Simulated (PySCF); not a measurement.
All values below come from PySCF with PBE0-D4/def2-TZVP. Isolated molecules, 0 K electronic values unless said otherwise. One relaxed conformer stands for a flexible species; it need not be the lowest. Delta-SCF ions had no search for a lower state. Excitations are Tamm–Dancoff values on a coarser integration grid. The basis has no diffuse functions, so Rydberg states are missing or too high.

Reference species (SMILES): `O[SiH3]` (neutral, multiplicity 1).

```yaml
HOMO: -8.73 eV
vertical ionisation energy (Delta-SCF): 11.25 eV
S1 excitation (TDA): 7.14 eV
```

After one change: the HOMO drops by 0.60 eV; the vertical ionisation energy (Delta-SCF) goes up by 0.65 eV; the S1 excitation (TDA) rises by 1.04 eV.

Name the change that produced these shifts. The new species is one of these.
(A) `O[SiH2][SeH]` (H–O–Si–Se torsion 47°, O–Si–Se–H torsion -98°)
(B) `O[SiH2]F` (H–O–Si–F torsion 72°)
(C) `O=C(O)[SiH2]O`
(D) `C[S@](=O)[SiH2]O` (O–S–Si–O torsion -17°, S–Si–O–H torsion 14°)

B, `O[SiH2]F` (H–O–Si–F torsion 72°)
